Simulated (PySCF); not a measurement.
Species: C4H3ClO2.
Bonds: O1–C2 (double), C2–C3, C3–Cl4, C3–C5 (double), C5–C6, C6–O7, C2–C5. Hydrogens: H8, H9 on C6; H10 on O7.

The geometry is computed with GFN2-xTB (gas phase).

Task: Give the optimised bond lengths and angles.

Result: 
```tsv
bond	length (Å)
O1=C2	1.188
C2–C3	1.431
C3–Cl4	1.683
C3–C5	1.358
C5–C6	1.475
C6–O7	1.401
C2–C5	1.444
C6–H8, C6–H9	1.100
O7–H10	0.964
```

Bonds in one row agree within 0.01 Å and their mean is given. A selection of angles:
```tsv
angle	degrees
O1–C2–C3	152.2
O1–C2–C5	151.5
C3–C2–C5	56.4
C2–C3–Cl4	153.7
C2–C3–C5	62.3
Cl4–C3–C5	144.0
C3–C5–C6	145.6
C2–C5–C3	61.3
C2–C5–C6	153.0
C5–C6–O7	114.1
C5–C6–H8	108.1
C5–C6–H9	109.3
O7–C6–H8	111.4
O7–C6–H9	106.2
H8–C6–H9	107.5
C6–O7–H10	109.7
```

Dihedral angles: C3–C5–C6–O7 -8° (synperiplanar); H10–O7–C6–C5 52° (synclinal). The mirror-image conformer, all signs reversed, is as good.

Of the pairs four or more bonds apart, C3···H10 is among the closest relative to their van der Waals radii: 3.04 Å, 105 % of the sum of Bondi's values. The C–O distances run from 1.188 Å (O1=C2, drawn double) to 1.401 Å (C6–O7, drawn single), a spread of 0.213 Å. The 3-membered ring C2–C3–C5 has internal angles of 56.4° to 62.3°. O7 (alcohol oxygen) is bent (angle 109.7°). The C–C distances run from 1.358 Å (C3–C5, drawn aromatic) to 1.475 Å (C5–C6, drawn single), a spread of 0.117 Å.

GFN2-xTB frequencies: not computed here. The numbers are those of one conformer (C3–C5–C6–O7 -8°, C5–C6–O7–H 52°).
